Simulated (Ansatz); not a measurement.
Start from `[Li][I]` and change one element to get `[Li][Cl]`.

Ansatz, PBE0-D4/def2-TZVP geometries, multiplicity 1. 

Elements past krypton have def2 core potentials.

| property | `[Li][I]` |
| --- | --- |
| HOMO energy (ωB97M-V/def2-TZVPP) / eV | -8.43 |
| LUMO energy (PBE0/def2-TZVPP) / eV | -1.51 |
| zero-point energy (PBE0-D4/def2-TZVP) / kJ/mol | 3.0 |
| size of the dipole moment (PBE/def2-TZVPP) / D | 6.99 |
| size of the dipole moment (ωB97M-V/def2-TZVPP) / D | 7.30 |
| HOMO–LUMO gap (ωB97M-V/def2-TZVPP) / eV | 7.47 |

(1) What does the change do to each property? (Estimate.)

Results:

(1) The calculation gave: 
```json
{"property": "HOMO energy (ωB97M-V/def2-TZVPP) / eV", "`[Li][Cl]`": "-9.42", "shift": "-0.99"}
{"property": "LUMO energy (PBE0/def2-TZVPP) / eV", "`[Li][Cl]`": "-1.30", "shift": "0.21"}
{"property": "zero-point energy (PBE0-D4/def2-TZVP) / kJ/mol", "`[Li][Cl]`": "3.9", "shift": "0.9"}
{"property": "size of the dipole moment (PBE/def2-TZVPP) / D", "`[Li][Cl]`": "6.73", "shift": "-0.26"}
{"property": "size of the dipole moment (ωB97M-V/def2-TZVPP) / D", "`[Li][Cl]`": "6.92", "shift": "-0.38"}
{"property": "HOMO–LUMO gap (ωB97M-V/def2-TZVPP) / eV", "`[Li][Cl]`": "8.60", "shift": "1.13"}
```

With PBE0 the HOMO falls by 0.78 eV and the LUMO rises by 0.21 eV, so the gap widens by about 0.99 eV. PBE moves the HOMO by -0.51 eV and ωB97M-V by -0.99 eV. Dipoles are sizes alone; their direction can turn.

Spin–orbit coupling is left out; it splits and shifts lone-pair levels of the heavy atoms by tenths of an eV.
